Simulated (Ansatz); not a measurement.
C2H9NOSi2, SMILES O[SiH2]/C=N\[SiH2]C.

Geometry optimised at B3LYP-D3(BJ)/def2-SVP. The structure was generated by enumeration; whether it is a known compound was not checked. One conformer was computed; it need not be the lowest.

Two levels are set side by side: PBE/def2-SVPD (Ansatz, a quantum-chemistry and plane-wave program) and PBE0/def2-SVPD (Ansatz). Energy differences of separate SCF runs at the same geometry; the states with an electron removed or added have multiplicity 2 and 2. Differences are taken from unrounded values.

```csv
quantity,PBE
vertical ionisation energy (eV),8.19
vertical singlet–triplet gap (eV),2.44
```

Q: These are the PBE values. What does PBE0 give? (The exact figures need the calculation; the answer reports its results.)

A: 
```tsv
quantity	PBE0	PBE minus PBE0
vertical ionisation energy (eV)	8.41	-0.22
vertical singlet–triplet gap (eV)	2.46	-0.02
```
